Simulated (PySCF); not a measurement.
From one molecule to another.

First species: AlH2(SiH3).
SMILES: `[H][Al]([H])[SiH3]`

Second species: C3H7FSi.
SMILES with atom numbers: `[CH3:1][Si@@H:2]1[CH2:3][C@H:4]1[F:5]` (hydrogens: H6, H7, H8 on C1; H9 on Si2; H10, H11 on C3; H12 on C4)

Levels: CAM-B3LYP/def2-SVPD for dipole moment, HOMO energy, LUMO energy, HOMO–LUMO gap, static isotropic polarisability and electronic spatial extent ⟨r²⟩ about the centre of nuclear charge; TDDFT CAM-B3LYP/def2-SVPD for lowest singlet excitation; TDA CAM-B3LYP/def2-SVPD for lowest triplet excitation (Tamm–Dancoff); PBE0-D3(BJ)/def2-SVP for rotational constant A and rotational constant C. Geometries: PBE0-D3(BJ)/def2-SVP. All species are isolated and taken at one optimised geometry, non-relativistic unless stated. Electronic properties by PySCF.

Values for the first species:

| Item | Value |
| --- | --- |
| Dipole moment | 0.22 D |
| HOMO energy | -8.88 eV |
| LUMO energy | -1.12 eV |
| HOMO–LUMO gap | 7.76 eV |
| Lowest singlet excitation | 4.24 eV |
| Lowest triplet excitation (Tamm–Dancoff) | 3.63 eV |
| Static isotropic polarisability | 63.9 au |
| Electronic spatial extent ⟨r²⟩ about the centre of nuclear charge | 314 bohr² |
| Rotational constant A | 52.208 GHz |
| Rotational constant C | 4.694 GHz |

**Question.** Estimate the same properties for the second species, and the change in each.

**Answer.** 
```tsv
property	first	second	second less first
dipole moment	0.22 D	2.80 D	+2.58 D
HOMO energy	-8.88 eV	-8.14 eV	+0.74 eV
LUMO energy	-1.12 eV	1.14 eV	+2.26 eV
HOMO–LUMO gap	7.76 eV	9.28 eV	+1.52 eV
lowest singlet excitation	4.24 eV	6.33 eV	+2.09 eV
lowest triplet excitation (Tamm–Dancoff)	3.63 eV	5.32 eV	+1.69 eV
static isotropic polarisability	63.9 au	63.8 au	-0.1 au
electronic spatial extent ⟨r²⟩ about the centre of nuclear charge	314 bohr²	612 bohr²	+298 bohr²
rotational constant A	52.208 GHz	8.724 GHz	-43.484 GHz
rotational constant C	4.694 GHz	2.148 GHz	-2.546 GHz
```

On the first: The dipole matches unit charges of opposite sign 0.05 Å apart (1 e·Å = 4.8032 D).

On the second: A dipole of 2.80 D is allowed in C1, and pure rotational transitions are dipole-allowed. The principal polarisabilities are 56.2, 59.2 and 76.0 au; their mean is the isotropic value.
